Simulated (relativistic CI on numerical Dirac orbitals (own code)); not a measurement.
# Ti2+ in a cubic cluster: L2,3 absorption with charge transfer

Computed with a charge-transfer multiplet model of a cubic metal-ligand cluster with up to one ligand hole, Slater and spin-orbit integrals from Dirac-Coulomb-Breit ions, Slater integrals scaled by 0.7. The ground state mixes d2 with configurations of k ligand holes L, whose averages lie at kΔ + k(k − 1)U_dd/2; a core hole lowers each added d electron by U_cd. 20 K, Lorentzian 0.4 eV and Gaussian 0.3 eV FWHM.

Atomic integrals in eV (Slater integrals scaled, ζ unscaled), ground: F2dd 5.756, F4dd 3.579, zeta_d 0.013; with the core hole: F2dd 6.408, F4dd 3.990, zeta_d 0.022, zeta_core 3.746, F2cd 3.430, G1cd 2.435, G3cd 1.380.

Cluster parameters (eV): Δ = 5.3, U_dd = 4.7, U_cd = 6, 10Dq = 1.05, 10Dq(ligand) = 0.1, final-state hopping factor = 0.9.

| Case | n_d | d2 | d3L | S |
| --- | --- | --- | --- | --- |
| V(eg) = 1.55 eV, V(t2g) = -0.84 eV | 2.19 | 0.81 | 0.19 | 1.00 |
| V(eg) = 1.85 eV, V(t2g) = -1 eV | 2.22 | 0.78 | 0.22 | 1.00 |
| V(eg) = 2.45 eV, V(t2g) = -1.32 eV | 2.28 | 0.72 | 0.28 | 1.00 |

Weights, n_d and S are thermal averages at 20 K. Photon energies count from the first peak over 30 % of the highest in each spectrum, which can be another peak from case to case. The parameters are a model scan and need not match a compound or its usual spin state. Peaks in eV (height, largest 100):
- V(eg) = 1.55 eV, V(t2g) = -0.84 eV: -2.6 (9), 0.0 (100), 2.7 (20), 4.9 (48), 5.7 (48), 6.1 (48)
- V(eg) = 1.85 eV, V(t2g) = -1 eV: -2.7 (9), 0.0 (100), 2.6 (20), 4.8 (49), 5.7 (47), 6.1 (47)
- V(eg) = 2.45 eV, V(t2g) = -1.32 eV: -2.7 (10), 0.0 (100), 2.6 (22), 4.8 (51), 5.6 (49), 6.0 (48)

For the case V(eg) = 1.85 eV, V(t2g) = -1 eV, Δ = 5.3 eV is larger than U_dd = 4.7 eV, the Mott-Hubbard side of the Zaanen-Sawatzky-Allen scheme. With the core hole the configuration with one ligand hole lies at Δ + U_dd − U_cd = 4.0 eV above the one without, against Δ in the ground state. The added d electron screens the hole, so the order of the configurations is kept and charge-transfer satellites are weaker than in photoemission.

With at most 1 ligand hole the space is cut while the next configuration still counts, so covalency is underestimated, and a final configuration with one more ligand hole, which can lie low, is missing from the spectra.
